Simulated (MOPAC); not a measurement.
MOPAC input (PM3):

```
PM3 PRECISE GNORM=0.05 LET XYZ UHF MS=0.5 GEO-OK AUX(PRECISION=9) THREADS=1
C2HClF3

C    -0.73861400 1   -0.35040000 1   -0.44895600 1
C     0.71119900 1   -0.26135500 1   -0.14181100 1
F     1.21919100 1    0.96495100 1   -0.38547100 1
F     1.38520200 1   -1.14398600 1   -0.90253800 1
F     0.98651200 1   -0.53864200 1    1.15058500 1
Cl   -1.82614200 1    0.65834500 1    0.34993600 1
H    -1.10923600 1   -1.06224800 1   -1.16749800 1
```

Output:

```
 *******************************************************************************
 **                                                                           **
 **                              MOPAC v23.2.5                                **
 **                                                                           **
 *******************************************************************************
 ** MOPAC's Digital Object Identifier: https://doi.org/10.5281/zenodo.6511958 **
 **                                                                           **
 ** Please cite the open-source release paper for use of this MOPAC version:  **
 ** J. E. Moussa and J. J. P. Stewart (2026)                                  **
 ** MOPAC: An open-source semiempirical molecular orbital program             **
 ** J. Open Source Softw., 11(119), 8025, https://doi.org/10.21105/joss.08025 **
 *******************************************************************************

                              PM3 CALCULATION RESULTS

 *******************************************************************************
 *  PM3        - The PM3 Hamiltonian to be used
 *  GEO-OK     - OVERRIDE INTERATOMIC DISTANCE AND OTHER SAFETY CHECKS
 *  UHF        - UNRESTRICTED HARTREE-FOCK CALCULATION
 *  MS=        - IN MECI, MAGNETIC COMPONENT OF SPIN =  0.5
 *  LET        - OVERRIDE SOME SAFETY CHECKS
 *  PRECISE    - TIGHTER CRITERIA TO BE USED
 *  XYZ        - CARTESIAN COORDINATE SYSTEM TO BE USED
 *  GNORM      - EXIT WHEN GRADIENT NORM DROPS BELOW 0.050
 *  AUX        - OUTPUT AUXILIARY INFORMATION
 *******************************************************************************
PM3 PRECISE GNORM=0.05 LET XYZ UHF MS=0.5 GEO-OK AUX(PRECISION=9) THREADS=1
 C2HClF3

   ATOM   CHEMICAL          X               Y               Z
  NUMBER   SYMBOL      (ANGSTROMS)     (ANGSTROMS)     (ANGSTROMS)

     1       C         -0.73861400  *  -0.35040000  *  -0.44895600  *
     2       C          0.71119900  *  -0.26135500  *  -0.14181100  *
     3       F          1.21919100  *   0.96495100  *  -0.38547100  *
     4       F          1.38520200  *  -1.14398600  *  -0.90253800  *
     5       F          0.98651200  *  -0.53864200  *   1.15058500  *
     6      Cl         -1.82614200  *   0.65834500  *   0.34993600  *
     7       H         -1.10923600  *  -1.06224800  *  -1.16749800  *

          CARTESIAN COORDINATES

    NO.       ATOM           X           Y           Z

     1         C         -0.7386     -0.3504     -0.4490
     2         C          0.7112     -0.2614     -0.1418
     3         F          1.2192      0.9650     -0.3855
     4         F          1.3852     -1.1440     -0.9025
     5         F          0.9865     -0.5386      1.1506
     6        Cl         -1.8261      0.6583      0.3499
     7         H         -1.1092     -1.0622     -1.1675

  H: (PM3): J. J. P. STEWART, J. COMP. CHEM. 10, 209 (1989).
  C: (PM3): J. J. P. STEWART, J. COMP. CHEM. 10, 209 (1989).
  F: (PM3): J. J. P. STEWART, J. COMP. CHEM. 10, 209 (1989).
 Cl: (PM3): J. J. P. STEWART, J. COMP. CHEM. 10, 209 (1989).

           Empirical Formula: C2 H F3 Cl  =     7 atoms

      MOLECULAR POINT GROUP   :   Cs

          UHF CALCULATION, NO. OF ALPHA ELECTRONS =   19
                           NO. OF BETA  ELECTRONS =   18

          Geometry optimization using EF

          DIAGONAL MATRIX USED AS START HESSIAN

 CYCLE:     1  GRAD.:    79.367 HEAT: -139.2629
 CYCLE:     2  GRAD.:   273.795 HEAT: -128.3818
 CYCLE:     3  GRAD.:    97.530 HEAT: -139.0575
 CYCLE:     4  GRAD.:   248.529 HEAT: -125.6327
 CYCLE:     5  GRAD.:   193.679 HEAT: -131.8296
 CYCLE:     6  GRAD.:   240.467 HEAT: -124.6804
 CYCLE:     7  GRAD.:   129.430 HEAT: -137.8251
 CYCLE:     8  GRAD.:   809.727 HEAT: -60.50176
 CYCLE:     9  GRAD.:   175.945 HEAT: -130.4158
 CYCLE:    10  GRAD.:   226.043 HEAT: -116.3191
 CYCLE:    11  GRAD.:   229.703 HEAT: -126.9991
 CYCLE:    12  GRAD.:   198.689 HEAT: -131.5279
 CYCLE:    13  GRAD.:   172.381 HEAT: -134.0029
 CYCLE:    14  GRAD.:    59.687 HEAT: -141.9443
 CYCLE:    15  GRAD.:    58.207 HEAT: -141.9509
 CYCLE:    16  GRAD.:    12.225 HEAT: -142.7951
 CYCLE:    17  GRAD.:     9.155 HEAT: -142.8219
 CYCLE:    18  GRAD.:     1.452 HEAT: -142.8509
 CYCLE:    19  GRAD.:     1.321 HEAT: -142.8514
 CYCLE:    20  GRAD.:     0.163 HEAT: -142.8520
 CYCLE:    21  GRAD.:     0.080 HEAT: -142.8521
 CYCLE:    22  GRAD.:     0.099 HEAT: -142.8521
 CYCLE:    23  GRAD.:     0.046 HEAT: -142.8521

     GRADIENT =  0.04632 IS LESS THAN CUTOFF =  0.05000

 -------------------------------------------------------------------------------
 PM3 PRECISE GNORM=0.05 LET XYZ UHF MS=0.5 GEO-OK AUX(PRECISION=9) THREADS=1
 C2HClF3

     GEOMETRY OPTIMISED USING EIGENVECTOR FOLLOWING (EF).
     SCF FIELD WAS ACHIEVED

                              PM3 CALCULATION
                                                       MOPAC v23.2.5 Linux

          FINAL HEAT OF FORMATION =       -142.85209 KCAL/MOL =    -597.69314 KJ/MOL

          COSMO AREA              =        115.29 SQUARE ANGSTROMS
          COSMO VOLUME            =        102.38 CUBIC ANGSTROMS

          GRADIENT NORM           =          0.04632          =       0.01751 PER ATOM
          IONIZATION POTENTIAL    =         10.003384 EV
          ALPHA SOMO LUMO (EV)    =        -10.003  0.225
          BETA  SOMO LUMO (EV)    =        -11.070 -0.912
          NO. OF ALPHA ELECTRONS  =         19
          NO. OF BETA  ELECTRONS  =         18
          MOLECULAR WEIGHT        =        117.4781         POINT GROUP:  Cs

          MOLECULAR DIMENSIONS (Angstroms)

            Atom       Atom       Distance
           Cl     6    F     4     3.87140
            H     7    F     3     3.11517
            F     3    F     5     2.00575

          SCF CALCULATIONS        =         24

   ATOM   CHEMICAL          X               Y               Z
  NUMBER   SYMBOL      (ANGSTROMS)     (ANGSTROMS)     (ANGSTROMS)

     1       C         -0.80717095  *  -0.34151640  *  -0.44341273  *
     2       C          0.67691072  *  -0.26868247  *  -0.15438582  *
     3       F          1.20967005  *   0.95267939  *  -0.38820483  *
     4       F          1.43166355  *  -1.12379191  *  -0.87752738  *
     5       F          0.98606400  *  -0.53380089  *   1.13571153  *
     6      Cl         -1.78352654  *   0.64846132  *   0.35106020  *
     7       H         -1.16538865  *  -1.06441559  *  -1.18203430  *

                             CARTESIAN COORDINATES

   1    C       -0.807170946    -0.341516403    -0.443412728
   2    C        0.676910722    -0.268682466    -0.154385819
   3    F        1.209670050     0.952679388    -0.388204828
   4    F        1.431663546    -1.123791907    -0.877527376
   5    F        0.986063996    -0.533800886     1.135711531
   6   Cl       -1.783526544     0.648461323     0.351060201
   7    H       -1.165388646    -1.064415591    -1.182034303

           Empirical Formula: C2 H F3 Cl  =     7 atoms

      MOLECULAR POINT GROUP   :   Cs

          ALPHA EIGENVALUES
 -56.52201 -34.30885 -26.05839 -24.55425 -24.46444 -19.56345 -19.44952 -19.11555
 -19.09591 -17.23938 -17.15198 -16.42240 -16.09597 -16.07249 -15.89762 -15.04809
 -13.18211 -11.07995 -10.00338   0.22507   1.40306   2.37301   2.62614   2.86047
   3.38613

           BETA EIGENVALUES
 -56.13057 -34.08595 -25.19796 -24.53918 -24.41861 -19.53115 -19.19171 -19.08358
 -19.06024 -17.21432 -17.13713 -16.41910 -16.08289 -16.06145 -15.56178 -14.78413
 -12.06611 -11.06988  -0.91176   0.92994   1.78902   2.40667   2.76429   3.12264
   3.70916

              NET ATOMIC CHARGES AND DIPOLE CONTRIBUTIONS

  ATOM NO.   TYPE          CHARGE      No. of ELECS.   s-Pop       p-Pop
    1          C          -0.398259        4.3983     1.27581     3.12245
    2          C           0.386392        3.6136     1.16038     2.45323
    3          F          -0.136647        7.1366     1.77278     5.36387
    4          F          -0.130126        7.1301     1.77051     5.35962
    5          F          -0.136574        7.1366     1.77278     5.36379
    6         Cl           0.257493        6.7425     1.97190     4.77060
    7          H           0.157721        0.8423     0.84228
 DIPOLE           X         Y         Z       TOTAL
 POINT-CHG.    -2.624     0.578     0.159     2.691
 HYBRID         0.140    -0.460    -0.416     0.636
 SUM           -2.484     0.117    -0.257     2.500

          ATOMIC ORBITAL ELECTRON POPULATIONS

     Atom    s        px        py        pz
    1  C   1.27581   0.94793   1.08179   1.09273
    2  C   1.16038   0.88034   0.78474   0.78814
    3  F   1.77278   1.88406   1.52328   1.95653
    4  F   1.77051   1.79143   1.75172   1.81647
    5  F   1.77278   1.94406   1.95116   1.46857
    6 Cl   1.97190   1.59211   1.52327   1.65522
    7  H   0.84228

                    (SZ)    =    0.500000
                    (S**2)  =    0.762318

          ATOMIC ORBITAL SPIN POPULATIONS

    Atom   Total    s     px     py     pz
         Atomic
    1  C  0.9961  0.063  0.065  0.414  0.454
    2  C -0.0609 -0.016 -0.035 -0.004 -0.006
    3  F  0.0108  0.002  0.001  0.008 -0.000
    4  F -0.0016 -0.000 -0.003  0.001  0.001
    5  F  0.0112  0.002  0.000 -0.000  0.009
    6 Cl  0.1107  0.003 -0.020  0.056  0.072
    7  H -0.0663 -0.066

 **********************
 *                    *
 * JOB ENDED NORMALLY *
 *                    *
 **********************

 == MOPAC DONE ==
```

The geometry given is a B3LYP-D3(BJ)/def2-TZVP minimum.
